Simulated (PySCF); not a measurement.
## Si²⁺ (silicon, charge +2) across methods

[Ne] 3s2, closed-shell 1S. Calculation: PySCF 2.14, in aug-cc-pCVTZ-DK (8s7p5d3f, 75 functions); the spin-free X2C one-electron Hamiltonian (Gaussian nucleus).

| method | E (hartree) | mean ε 2s (eV) | mean ε 2p (eV) | mean ε 3s (eV) | Σ⟨r²⟩ (bohr²) | ⟨S²⟩ |
| --- | --- | --- | --- | --- | --- | --- |
| M06 | -289.0831 | -169.13 | -122.75 | -29.706 | 11.51 | 0.000 |
| CAM-B3LYP | -289.0954 | -168.73 | -123.35 | -31.194 | 11.73 | 0.000 |
| wB97X-V | -289.0417 | -169.71 | -124.10 | -32.112 | 11.77 | 0.000 |
| PBE | -288.9380 | -160.77 | -116.89 | -28.529 | 11.71 | 0.000 |
| B97-3 | -289.0583 | -169.01 | -122.70 | -29.728 | 11.69 | 0.000 |
| LDA | -287.9160 | -160.04 | -116.97 | -28.657 | 11.68 | 0.000 |
| PBE0 | -288.9598 | -168.33 | -122.25 | -29.688 | 11.73 | 0.000 |
| UHF | -288.59773 | -189.73 | -137.11 | -32.228 | 11.91 | 0.000 |
| r2SCAN | -289.0438 | -164.81 | -119.02 | -28.708 | 11.78 | 0.000 |
